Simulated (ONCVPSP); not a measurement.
# Cutoff test, chromium (Cr), ONCV

Cr (Z = 24), optimised norm-conserving Vanderbilt (ONCV), made with ONCVPSP 4.0.1 (LDA (Perdew-Zunger), fully relativistic). Core [Ne] 3s2, reference 3p6 3d5 4s1. Waves: 4s: rc 2.65 bohr, ncon 4, nbas 8, qcut 3.1 1/bohr, 3 projectors, debl 2.4 Ha; 3p: rc 1.20 bohr, ncon 4, nbas 7, qcut 13.2 1/bohr, 2 projectors, debl 2.5 Ha; 3d: rc 2.05 bohr, ncon 3, nbas 8, qcut 6 1/bohr, 2 projectors, debl 3.2 Ha. Local part: polynomial inside 1.05 bohr (lpopt 5, dvloc0 2 Ha). Core correction: Teter function, fcfact 5.25, rcfact 1.1.

Open shells are filled in proportion to 2j + 1.

**Question.** For each optimised wave give the share of its norm inside rc, the residual kinetic energy above qcut (Ha) and the cutoffs (Ha) for errors of 10, 1, 0.1 and 0.01 mHa per electron.

**Answer.**

```json
{"wave": "4s", "norm inside rc": "0.321", "residual KE": "4.9e-05", "10 mHa": "2.0", "1 mHa": "3.3", "0.1 mHa": "4.4", "0.01 mHa": "12.1"}
{"wave": "s projector 2", "norm inside rc": "0.202", "residual KE": "1.9e-02", "10 mHa": "5.5", "1 mHa": "9.0", "0.1 mHa": "27.8", "0.01 mHa": "32.7"}
{"wave": "s projector 3", "norm inside rc": "0.136", "residual KE": "4.1e-01", "10 mHa": "10.9", "1 mHa": "30.0", "0.1 mHa": "39.1", "0.01 mHa": "43.3"}
{"wave": "3p j=3/2", "norm inside rc": "0.759", "residual KE": "5.3e-08", "10 mHa": "19.3", "1 mHa": "25.9", "0.1 mHa": "50.1", "0.01 mHa": "62.0"}
{"wave": "p projector 2 j=3/2", "norm inside rc": "0.100", "residual KE": "1.1e-08", "10 mHa": "17.8", "1 mHa": "23.9", "0.1 mHa": "48.4", "0.01 mHa": "62.1"}
{"wave": "3p j=1/2", "norm inside rc": "0.766", "residual KE": "5.3e-08", "10 mHa": "19.8", "1 mHa": "26.0", "0.1 mHa": "49.4", "0.01 mHa": "61.6"}
{"wave": "p projector 2 j=1/2", "norm inside rc": "0.099", "residual KE": "1.1e-08", "10 mHa": "18.1", "1 mHa": "24.3", "0.1 mHa": "47.6", "0.01 mHa": "61.9"}
{"wave": "3d j=5/2", "norm inside rc": "0.783", "residual KE": "3.4e-04", "10 mHa": "14.1", "1 mHa": "16.8", "0.1 mHa": "45.9", "0.01 mHa": "103.4"}
{"wave": "d projector 2 j=5/2", "norm inside rc": "0.178", "residual KE": "1.1e-02", "10 mHa": "18.3", "1 mHa": "71.8", "0.1 mHa": "119.1", "0.01 mHa": "not reached"}
{"wave": "3d j=3/2", "norm inside rc": "0.787", "residual KE": "3.5e-04", "10 mHa": "14.1", "1 mHa": "16.8", "0.1 mHa": "46.3", "0.01 mHa": "103.2"}
{"wave": "d projector 2 j=3/2", "norm inside rc": "0.178", "residual KE": "1.1e-02", "10 mHa": "18.3", "1 mHa": "72.0", "0.1 mHa": "119.5", "0.01 mHa": "not reached"}
```

The occupied waves need 26 Ha and 50 Ha for 1 and 0.1 mHa. The cutoffs count occupied waves only; projector 2 of the d channel, the hardest unoccupied one, needs 72 Ha at the loose tolerance. Note: no bound ghost flagged; GHOST(+) flagged for s at 55.5 eV. 1 of 4 tests not solved or not reliable.
